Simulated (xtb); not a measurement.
C2H7ClOSi, SMILES C[C@@H](O)[SiH2]Cl. All values are semi-empirical tight-binding results from xtb (GFN2-xTB unless named), good for trends rather than for accurate numbers. The structure is a stationary point at GFN2-xTB. The structure was generated by enumeration; whether it is a known compound was not checked. The values are those of a single conformer.

Optimised geometry:

```xyz
12

C     -2.3310    -0.6067     0.7214
C     -1.2037     0.1225    -0.0038
O     -1.1070     1.4796     0.4242
Si     0.5109    -0.7242     0.1990
Cl     1.8767     0.2726    -0.8749
H     -2.1070    -0.6988     1.7834
H     -2.4558    -1.6036     0.3084
H     -3.2666    -0.0610     0.6117
H     -1.4667     0.2029    -1.0641
H     -1.0142     1.4909     1.3830
H      0.4380    -2.1114    -0.2503
H      0.8799    -0.6464     1.6143
```

Computed properties:
| Item | Result |
|---|---|
| orbital gap | 5.08 eV |
| dipole moment | 2.99 D |
| zero-point energy | 54.0 kcal/mol |
| G − E(el) at 298.15 K (modified RRHO) | 33.9 kcal/mol |
| static polarisability (D4 model) | 72.7 bohr³ |
| solvation energy, GFN2-xTB/ALPB(water) | -4.3 kcal/mol |
| solvation energy, GFN2-xTB/ALPB(chcl3) | -6.4 kcal/mol |

Question: Give the atomic charges and the Wiberg bond orders between heavy atoms. (The exact figures need the calculation; the answer reports its results.)

Answer: charges (e) C1 -0.12, C2 0.01, O3 -0.45, Si4 0.48, Cl5 -0.21, H6 0.03, H7 0.03, H8 0.05, H9 0.03, H10 0.28, H11 -0.07, H12 -0.07. Bond orders C1–C2 1.02, C2–O3 0.99, C2–Si4 0.85, Si4–Cl5 1.16.
